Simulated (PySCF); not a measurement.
C5H10NO, charge +1, singlet, at a GFN2-xTB geometry; B3LYP/STO-3G in PySCF.

PySCF was given this input:
```python
from pyscf import gto, scf, dft

mol = gto.Mole()
mol.atom = '''
    C     2.01650553   -0.16824793    0.48939626
    N     0.69794288    0.42522189    0.22442734
    C    -0.23460752    0.48854095    1.36938860
    C    -1.61215941    0.59805308    0.72091294
    C    -1.50724909   -0.33281540   -0.48765604
    C    -0.08769885   -0.34132322   -0.89886915
    O     0.50914141   -0.78063730   -1.80530611
    H     2.56698215   -0.26597507   -0.44606970
    H     2.58320067    0.45546882    1.17756233
    H     1.88961198   -1.15854173    0.92374463
    H     0.84069762    1.37070729   -0.15050389
    H    -0.00194045    1.32506846    2.02734167
    H    -0.14465662   -0.44226513    1.93377717
    H    -2.40302450    0.30223013    1.40499015
    H    -1.80967815    1.62178847    0.40124753
    H    -2.14343490   -0.04399876   -1.32607021
    H    -1.78523298   -1.36118196   -0.23359767
'''
mol.basis = 'sto-3g'
mol.charge = 1
mol.verbose = 4
mol.build()

mf = dft.RKS(mol)
mf.xc = 'b3lyp'
mf.DIIS = scf.EDIIS
mf.kernel()
```

Output, abridged:

```
PySCF version 2.14.0

[INPUT] verbose = 4
[INPUT] num. atoms = 17
[INPUT] num. electrons = 54
[INPUT] charge = 1
[INPUT] spin (= nelec alpha-beta = 2S) = 0
[INPUT] symmetry False subgroup None
[INPUT] Mole.unit = angstrom
[INPUT] Symbol           X                Y                Z      unit          X                Y                Z       unit  Magmom
[INPUT]  1 C      2.016505530000  -0.168247930000   0.489396260000 AA    3.810643180371  -0.317942508725   0.924824897786 Bohr   0.0
[INPUT]  2 N      0.697942880000   0.425221890000   0.224427340000 AA    1.318920893790   0.803552914270   0.424106207465 Bohr   0.0
[INPUT]  3 C     -0.234607520000   0.488540950000   1.369388600000 AA   -0.443343959563   0.923208596135   2.587769412102 Bohr   0.0
[INPUT]  4 C     -1.612159410000   0.598053080000   0.720912940000 AA   -3.046539754040   1.130156529153   1.362328016255 Bohr   0.0
[INPUT]  5 C     -1.507249090000  -0.332815400000  -0.487656040000 AA   -2.848287981600  -0.628929956038  -0.921536358590 Bohr   0.0
[INPUT]  6 C     -0.087698850000  -0.341323220000  -0.898869150000 AA   -0.165726807939  -0.645007405755  -1.698616515321 Bohr   0.0
[INPUT]  7 O      0.509141410000  -0.780637300000  -1.805306110000 AA    0.962137823575  -1.475190699620  -3.411534118904 Bohr   0.0
[INPUT]  8 H      2.566982150000  -0.265975070000  -0.446069700000 AA    4.850893230147  -0.502620038262  -0.842949565467 Bohr   0.0
[INPUT]  9 H      2.583200670000   0.455468820000   1.177562330000 AA    4.881541791093   0.860711328079   2.225270298305 Bohr   0.0
[INPUT] 10 H      1.889611980000  -1.158541730000   0.923744630000 AA    3.570849123897  -2.189326573580   1.745624359738 Bohr   0.0
[INPUT] 11 H      0.840697620000   1.370707290000  -0.150503890000 AA    1.588688255374   2.590261375045  -0.284411132782 Bohr   0.0
[INPUT] 12 H     -0.001940450000   1.325068460000   2.027341670000 AA   -0.003666919058   2.504016485699   3.831120517218 Bohr   0.0
[INPUT] 13 H     -0.144656620000  -0.442265130000   1.933777170000 AA   -0.273361393905  -0.835759970145   3.654309237236 Bohr   0.0
[INPUT] 14 H     -2.403024500000   0.302230130000   1.404990150000 AA   -4.541058175620   0.571132172292   2.655046591212 Bohr   0.0
[INPUT] 15 H     -1.809678150000   1.621788470000   0.401247530000 AA   -3.419796077110   3.064736040277   0.758247939858 Bohr   0.0
[INPUT] 16 H     -2.143434900000  -0.043998760000  -1.326070210000 AA   -4.050504926835  -0.083145606220  -2.505909518844 Bohr   0.0
[INPUT] 17 H     -1.785232980000  -1.361181960000  -0.233597670000 AA   -3.373601400741  -2.572261110099  -0.441435619637 Bohr   0.0

nuclear repulsion = 328.000785199021
number of shells = 31
number of NR pGTOs = 135
number of NR cGTOs = 45
basis = sto-3g
ecp = {}

******** <class 'pyscf.dft.rks.RKS'> ********
method = RKS
initial guess = minao
damping factor = 0
level_shift factor = 0
DIIS = <class 'pyscf.scf.diis.EDIIS'>
diis_start_cycle = 1
diis_space = 8
diis_damp = 0
SCF conv_tol = 1e-09
SCF conv_tol_grad = None
SCF max_cycles = 50
direct_scf = True
direct_scf_tol = 1e-13
XC library pyscf.dft.libxc version 7.1.2
    S. Lehtola, C. Steigemann, M. J. T. Oliveira, and M. A. L. Marques,  SoftwareX 7, 1–5 (2018)
XC functionals = b3lyp
    P. J. Stephens, F. J. Devlin, C. F. Chabalowski, and M. J. Frisch,  J. Phys. Chem. 98, 11623 (1994)
radial grids:
    Treutler-Ahlrichs [JCP 102, 346 (1995); DOI:10.1063/1.469408] (M4) radial grids

becke partition: Becke, JCP 88, 2547 (1988); DOI:10.1063/1.454033
pruning grids: <function nwchem_prune>
grids dens level: 3
symmetrized grids: False
atomic radii adjust function: <function treutler_atomic_radii_adjust>
small_rho_cutoff = 0
Set gradient conv threshold to 3.16228e-05
Initial guess from minao.
tot grids = 196656
init E= -323.495024541874
  HOMO = -0.299169935180438  LUMO = -0.0198016519167026  gap/eV = 7.60200
cycle= 1 E= -322.028944832402  delta_E= 1.47  |g|= 0.766  |ddm|= 5.17
  HOMO = -0.326628699550628  LUMO = -0.0758411601779181  gap/eV = 6.82428
cycle= 2 E= -320.92490137166  delta_E=  1.1  |g|= 2.27  |ddm|=  3.3
  HOMO = -0.463535414211951  LUMO = -0.166526981746602  gap/eV = 8.08201
cycle= 3 E= -321.999800531869  delta_E= -1.07  |g|= 0.838  |ddm|= 3.35
  HOMO = -0.463868303175249  LUMO = -0.155048940063573  gap/eV = 8.40340
cycle= 4 E= -322.020007230573  delta_E= -0.0202  |g|= 0.802  |ddm|= 0.132
  HOMO = -0.46386830319062  LUMO = -0.155048940280914  gap/eV = 8.40340
cycle= 5 E= -322.020007234547  delta_E= -3.97e-09  |g|= 0.802  |ddm|= 9.97e-09
  HOMO = -0.463868303170231  LUMO = -0.155048939992606  gap/eV = 8.40340
cycle= 6 E= -322.020007229277  delta_E= 5.27e-09  |g|= 0.802  |ddm|= 1.32e-08
  HOMO = -0.46386830321736  LUMO = -0.155048940659019  gap/eV = 8.40340
cycle= 7 E= -322.020007241457  delta_E= -1.22e-08  |g|= 0.802  |ddm|= 3.06e-08
  HOMO = -0.463868303184757  LUMO = -0.155048940197996  gap/eV = 8.40340
cycle= 8 E= -322.020007233031  delta_E= 8.43e-09  |g|= 0.802  |ddm|= 2.11e-08
  HOMO = -0.463868303181559  LUMO = -0.155048940152754  gap/eV = 8.40340
cycle= 9 E= -322.020007232205  delta_E= 8.27e-10  |g|= 0.802  |ddm|= 2.07e-09
  HOMO = -0.46386830317978  LUMO = -0.155048940127641  gap/eV = 8.40340
cycle= 10 E= -322.020007231746  delta_E= 4.59e-10  |g|= 0.802  |ddm|= 1.15e-09
  HOMO = -0.314500463428239  LUMO = -0.0690218999922878  gap/eV = 6.67981
cycle= 11 E= -320.761784234457  delta_E= 1.26  |g|= 2.39  |ddm|= 3.47
  HOMO = -0.460214372988729  LUMO = -0.159920634750507  gap/eV = 8.17141
cycle= 12 E= -321.976717799081  delta_E= -1.21  |g|= 0.878  |ddm|= 3.55
  HOMO = -0.46359378471542  LUMO = -0.158427998114388  gap/eV = 8.30398
cycle= 13 E= -321.996419354019  delta_E= -0.0197  |g|= 0.843  |ddm|= 0.0785
  HOMO = -0.463593784726843  LUMO = -0.158427998142862  gap/eV = 8.30398
cycle= 14 E= -321.996419354509  delta_E= -4.9e-10  |g|= 0.843  |ddm|= 1.17e-09
  HOMO = -0.463593784707474  LUMO = -0.158427998094584  gap/eV = 8.30398
cycle= 15 E= -321.996419353678  delta_E= 8.31e-10  |g|= 0.843  |ddm|= 1.99e-09
  HOMO = -0.463593784813984  LUMO = -0.15842799836003  gap/eV = 8.30398
cycle= 16 E= -321.996419358245  delta_E= -4.57e-09  |g|= 0.843  |ddm|= 1.09e-08
  HOMO = -0.463593783604429  LUMO = -0.158427995345569  gap/eV = 8.30398
cycle= 17 E= -321.996419306383  delta_E= 5.19e-08  |g|= 0.843  |ddm|= 1.24e-07
  HOMO = -0.46359378468027  LUMO = -0.158427998026789  gap/eV = 8.30398
cycle= 18 E= -321.996419352512  delta_E= -4.61e-08  |g|= 0.843  |ddm|= 1.1e-07
  HOMO = -0.463593783739686  LUMO = -0.158427995682659  gap/eV = 8.30398
cycle= 19 E= -321.996419312181  delta_E= 4.03e-08  |g|= 0.843  |ddm|= 9.64e-08
  HOMO = -0.312453108240911  LUMO = -0.0709824419280606  gap/eV = 6.57075
cycle= 20 E= -320.565227416945  delta_E= 1.43  |g|= 2.52  |ddm|=  3.7
  HOMO = -0.458463628982723  LUMO = -0.157456345465838  gap/eV = 8.19083
cycle= 21 E= -321.948623417286  delta_E= -1.38  |g|= 0.922  |ddm|= 3.78
  HOMO = -0.461906277724609  LUMO = -0.158202210387142  gap/eV = 8.26421
cycle= 22 E= -321.96892695823  delta_E= -0.0203  |g|= 0.888  |ddm|= 0.0626
  HOMO = -0.461906277587238  LUMO = -0.158202210169713  gap/eV = 8.26421
cycle= 23 E= -321.968926954794  delta_E= 3.44e-09  |g|= 0.888  |ddm|= 7.82e-09
  HOMO = -0.461906276429884  LUMO = -0.158202208337912  gap/eV = 8.26421
cycle= 24 E= -321.968926925836  delta_E= 2.9e-08  |g|= 0.888  |ddm|= 6.59e-08
  HOMO = -0.461906277608705  LUMO = -0.158202210203691  gap/eV = 8.26421
cycle= 25 E= -321.968926955333  delta_E= -2.95e-08  |g|= 0.888  |ddm|= 6.71e-08
  HOMO = -0.461906279315565  LUMO = -0.158202212905231  gap/eV = 8.26421
cycle= 26 E= -321.968926998036  delta_E= -4.27e-08  |g|= 0.888  |ddm|= 9.72e-08
  HOMO = -0.461906278218478  LUMO = -0.158202211168806  gap/eV = 8.26421
cycle= 27 E= -321.968926970587  delta_E= 2.74e-08  |g|= 0.888  |ddm|= 6.25e-08
  HOMO = -0.46190627768329  LUMO = -0.158202210321746  gap/eV = 8.26421
cycle= 28 E= -321.968926957198  delta_E= 1.34e-08  |g|= 0.888  |ddm|= 3.05e-08
  HOMO = -0.311844958292396  LUMO = -0.0736953687053656  gap/eV = 6.48038
cycle= 29 E= -320.350100278288  delta_E= 1.62  |g|= 2.64  |ddm|= 3.93
  HOMO = -0.456440384646859  LUMO = -0.155472917873396  gap/eV = 8.18974
cycle= 30 E= -321.919414142003  delta_E= -1.57  |g|= 0.965  |ddm|= 4.02
  HOMO = -0.459859386759149  LUMO = -0.156958704441147  gap/eV = 8.24235
cycle= 31 E= -321.939401744246  delta_E= -0.02  |g|= 0.934  |ddm|= 0.0551
  HOMO = -0.459859386919349  LUMO = -0.15695870464166  gap/eV = 8.24235
cycle= 32 E= -321.939401747165  delta_E= -2.92e-09  |g|= 0.934  |ddm|= 6.35e-09
  HOMO = -0.459859386783972  LUMO = -0.156958704472214  gap/eV = 8.24235
cycle= 33 E= -321.939401744698  delta_E= 2.47e-09  |g|= 0.934  |ddm|= 5.36e-09
  HOMO = -0.459859389325492  LUMO = -0.156958707653315  gap/eV = 8.24235
cycle= 34 E= -321.939401790997  delta_E= -4.63e-08  |g|= 0.934  |ddm|= 1.01e-07
  HOMO = -0.459859386768683  LUMO = -0.156958704453082  gap/eV = 8.24235
cycle= 35 E= -321.939401744421  delta_E= 4.66e-08  |g|= 0.934  |ddm|= 1.01e-07
  HOMO = -0.45985938669992  LUMO = -0.156958704367008  gap/eV = 8.24235
cycle= 36 E= -321.939401743166  delta_E= 1.25e-09  |g|= 0.934  |ddm|= 2.72e-09
  HOMO = -0.459859386842026  LUMO = -0.156958704544884  gap/eV = 8.24235
cycle= 37 E= -321.939401745757  delta_E= -2.59e-09  |g|= 0.934  |ddm|= 5.63e-09
  HOMO = -0.310272117810496  LUMO = -0.0767325151308428  gap/eV = 6.35494
cycle= 38 E= -320.13145561152  delta_E= 1.81  |g|= 2.75  |ddm|= 4.17
  HOMO = -0.454180786476909  LUMO = -0.153555422988599  gap/eV = 8.18043
cycle= 39 E= -321.891414549223  delta_E= -1.76  |g|=    1  |ddm|= 4.24
  HOMO = -0.457552205512462  LUMO = -0.155253811713875  gap/eV = 8.22596
cycle= 40 E= -321.909983835592  delta_E= -0.0186  |g|= 0.976  |ddm|= 0.0487
  HOMO = -0.457552201910168  LUMO = -0.155253807790922  gap/eV = 8.22596
cycle= 41 E= -321.909983782515  delta_E= 5.31e-08  |g|= 0.976  |ddm|= 1.11e-07
  HOMO = -0.457552205525823  LUMO = -0.155253811728428  gap/eV = 8.22596
cycle= 42 E= -321.909983835789  delta_E= -5.33e-08  |g|= 0.976  |ddm|= 1.11e-07
  HOMO = -0.4575522085344  LUMO = -0.155253815004815  gap/eV = 8.22596
cycle= 43 E= -321.909983880121  delta_E= -4.43e-08  |g|= 0.976  |ddm|= 9.26e-08
  HOMO = -0.457552199298728  LUMO = -0.155253804947026  gap/eV = 8.22596
cycle= 44 E= -321.909983744034  delta_E= 1.36e-07  |g|= 0.976  |ddm|= 2.84e-07
  HOMO = -0.457552205514879  LUMO = -0.155253811716509  gap/eV = 8.22596
cycle= 45 E= -321.909983835628  delta_E= -9.16e-08  |g|= 0.976  |ddm|= 1.91e-07
  HOMO = -0.457552205658937  LUMO = -0.155253811873406  gap/eV = 8.22596
cycle= 46 E= -321.90998383775  delta_E= -2.12e-09  |g|= 0.976  |ddm|= 4.44e-09
  HOMO = -0.305152897725788  LUMO = -0.0801809981352147  gap/eV = 6.12180
cycle= 47 E= -319.92637818882  delta_E= 1.98  |g|= 2.84  |ddm|= 4.37
  HOMO = -0.451956715363146  LUMO = -0.15176171718999  gap/eV = 8.16872
cycle= 48 E= -321.866711933969  delta_E= -1.94  |g|= 1.04  |ddm|= 4.44
  HOMO = -0.455138144205809  LUMO = -0.15337793906298  gap/eV = 8.21131
cycle= 49 E= -321.882905057005  delta_E= -0.0162  |g|= 1.01  |ddm|= 0.0419
  HOMO = -0.455138143319703  LUMO = -0.153377938177917  gap/eV = 8.21131
cycle= 50 E= -321.88290504573  delta_E= 1.13e-08  |g|= 1.01  |ddm|= 2.28e-08
SCF not converged.
SCF energy = -321.88290504573
```

Convergence was not reached.
